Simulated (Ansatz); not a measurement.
Calculated with Ansatz (gas phase, PBE0-D4/def2-TZVP geometries, no zero-point term in ΔE). CCSD(T)/CBS is the MP2 limit (def2-TZVPP, def2-QZVPP) plus CCSD(T) − MP2 in def2-TZVPP, frozen cores. Functionals use def2-TZVPP. B3LYP here is the variant with VWN-RPA as its local correlation; programs differ in this. For Ge, Se outer-core shells are correlated without core-valence functions, which leaves a few kJ/mol of doubt a bond. Scalar relativity is left out up to krypton. One conformer a species, not always the lowest.

Consider the formal exchange of groups at a C–O bond: `CO[SiH2][SeH]` + `[GeH3][CH]=[Se]` → `C[C]([GeH3])=[Se]` + `O[SiH2][SeH]`.

Question: Is it downhill or uphill in electronic energy at CCSD(T)/CBS, and by how much? (Best estimate.)

Answer: Computed: Downhill: ΔE = -19.6 kcal/mol.

Question: What do these levels give: revPBE-D4, r2SCAN-D4, B97M-V, PBE-QIDH, revPBE, B3LYP, r2SCANh, CCSD/def2-SVP, CCSD/def2-TZVPP, MP2/def2-QZVPP, MP2/CBS(def2), CCSD/CBS(def2)? (Estimate.)

Answer: Computed: revPBE-D4 -19.8, r2SCAN-D4 -20.1, B97M-V -18.9, PBE-QIDH -20.1, revPBE -18.6, B3LYP -17.3, r2SCANh -20.0, CCSD/def2-SVP -16.0, CCSD/def2-TZVPP -17.9, MP2/def2-QZVPP -21.3, MP2/CBS(def2) -21.8, CCSD/CBS(def2) -19.0 kcal/mol.

Largest T1 diagnostic among the species: 0.014.

At CCSD(T), def2-SVP lies +3.2 kcal/mol from the extrapolated value and def2-TZVPP +1.1 kcal/mol. The D4 term adds −1.0 kcal/mol with B3LYP and −0.5 kcal/mol with PBE0; it sums over pairs of atoms, weighted by their polarisabilities, and B3LYP, whose exchange is more repulsive, gets the larger term. In def2-TZVPP, CCSD(T) changes the Hartree–Fock value by −3.3 kcal/mol (the triples alone add −0.6 kcal/mol) and MP2 by −5.6 kcal/mol.
